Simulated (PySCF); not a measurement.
Be(Me)(SH) (CH4BeS), SMILES [CH3][Be][SH].

Geometry optimised at r2SCAN-D4/def2-TZVP. A frequency run showed that this geometry is not a minimum. Other conformers were not sampled.

These are TDA-PBE0/def2-SVPD in PySCF values and carry that method's errors.

Vertical excitations. 

**Question.** Give excitation energies, oscillator strengths and character. (The exact figures need the calculation; the answer reports its results.)

**Answer.** 
```csv
state,energy (eV),λ (nm),f,main pairs
S1,5.69,218,0.000,HOMO→LUMO 98 %
S2,6.21,200,0.061,HOMO→LUMO+1 93 %
S3,6.70,185,0.026,"HOMO−1→LUMO 65 %, HOMO→LUMO+2 28 %"
S4,6.91,179,0.081,"HOMO→LUMO+2 58 %, HOMO−1→LUMO 33 %"
S5,7.10,175,0.003,HOMO→LUMO+3 73 %
S6,7.34,169,0.010,HOMO−1→LUMO+2 96 %
S7,7.48,166,0.226,HOMO−1→LUMO+1 87 %
S8,7.63,162,0.039,"HOMO→LUMO+4 50 %, HOMO→LUMO+6 28 %, HOMO→LUMO+3 18 %"
S9,7.84,158,0.045,"HOMO−2→LUMO 60 %, HOMO−2→LUMO+1 21 %"
S10,7.89,157,0.001,"HOMO→LUMO+6 56 %, HOMO→LUMO+4 38 %"
T1,5.41,229,0,HOMO→LUMO 89 %
T2,5.78,214,0,HOMO→LUMO+2 94 %
T3,5.87,211,0,HOMO→LUMO+1 83 %
T4,6.21,200,0,HOMO−1→LUMO 91 %
```
Triplets are in the Tamm–Dancoff approximation.
